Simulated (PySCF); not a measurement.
Field gradients at the hydrogen positions

Compound: C₇H₁₁F₃S.
Z-matrix (Å and degrees, GFN2-xTB geometry), rows numbered from 1:
```
F 
C   1  1.3446
F   2  1.3413  1  106.18
F   2  1.3422  1  106.00  3  -112.81
C   2  1.5240  1  111.75  3   122.96
C   5  1.5373  2  111.22  1  -175.93
C   6  1.5348  5  116.34  2   -80.37
C   7  1.5305  6  113.41  5   -94.64
C   8  1.5200  7  114.76  6    74.27
S   9  1.8224  8  114.22  7   -61.39
C   5  1.5299  2  108.29  1    57.07
H   5  1.0961  2  105.31  1   -59.39
H   6  1.0920  5  107.40  2    42.58
H   6  1.0913  5  107.54  2   157.60
H   7  1.0900  6  111.06  5    29.70
H   7  1.0915  6  107.86  5   146.57
H   8  1.0933  7  108.66  6  -165.62
H   8  1.0919  7  109.17  6   -48.48
H   9  1.0907  8  111.45  7    60.21
H   9  1.0897  8  110.18  7  -178.92
H  11  1.0900  5  110.06  2   -72.66
H  11  1.0899  5  111.21  2    47.84
```

Level: PBE0/pcSseg-1 (PySCF, non-relativistic); Q(2H) = 0.00286 b; rigid geometry, the same for H and D, with no vibrational averaging.

Problem. Rank these positions by the coupling χzz of a deuteron there, largest first.
A. H14 (methylene hydrogen)
B. H12 (methine hydrogen)
C. H20 (methylene hydrogen)

Solution. C (206 kHz), A (202 kHz), B (194 kHz).

Problem. What are Vzz, η and χzz (234.96 MHz × Q × Vzz) at all hydrogens?

Solution. 
| atom | bonded to | bond length (Å) | Vzz (au) | η | χzz (kHz) |
| --- | --- | --- | --- | --- | --- |
| H12 | C5 | 1.096 | 0.2882 | 0.02 | 194 |
| H13 | C6 | 1.092 | 0.2991 | 0.04 | 201 |
| H14 | C6 | 1.091 | 0.3000 | 0.05 | 202 |
| H15 | C7 | 1.090 | 0.3038 | 0.02 | 204 |
| H16 | C7 | 1.091 | 0.3043 | 0.03 | 204 |
| H17 | C8 | 1.093 | 0.3019 | 0.03 | 203 |
| H18 | C8 | 1.092 | 0.3016 | 0.03 | 203 |
| H19 | C9 | 1.091 | 0.3040 | 0.03 | 204 |
| H20 | C9 | 1.090 | 0.3066 | 0.04 | 206 |
| H21 | C11 | 1.090 | 0.3035 | 0.03 | 204 |
| H22 | C11 | 1.090 | 0.3015 | 0.04 | 203 |

Problem. A static deuteron (I = 1) shows a doublet split by (3/2)χ, (3/4)χ(1 + η) and (3/4)χ(1 − η) with the field along z, y and x of the gradient. What are these for H15?

Solution. With |χ| = 204.1 kHz and η = 0.019: 306, 156 and 150 kHz, to first order and without motion.

One conformer (not necessarily the lowest) at the GFN2-xTB geometry, without solvent, vibrations or thermal averaging. GFN2-xTB bond lengths can be off by several hundredths of an ångström, more for odd bonds, and the gradients follow them. The basis is small and wasn't made for field gradients, so the couplings can be 20 % off.
